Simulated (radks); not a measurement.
Values are calculated unless marked as measured or tabulated.
Q: The nitrogen ion N2+, configuration [He] 2s2 4d1 (not the ground configuration). Code: a radial shooting solver on a logarithmic mesh with Libxc functionals. Model: scalar-relativistic Kohn-Sham, PBE, spin-unpolarised, spherical densities, point nucleus. Some entries of the table are withheld. Estimate them.

orbital  occ.  eigenvalue (eV)  <1/r> (bohr^-1)
1s          2        -445.3277              (1)
2s          2         -62.7644              (2)
4d          1              (3)           0.2089

A: 
(1) 1s <1/r> (bohr^-1): 6.654
(2) 2s <1/r> (bohr^-1): 1.311
(3) 4d eigenvalue (eV): -7.0187
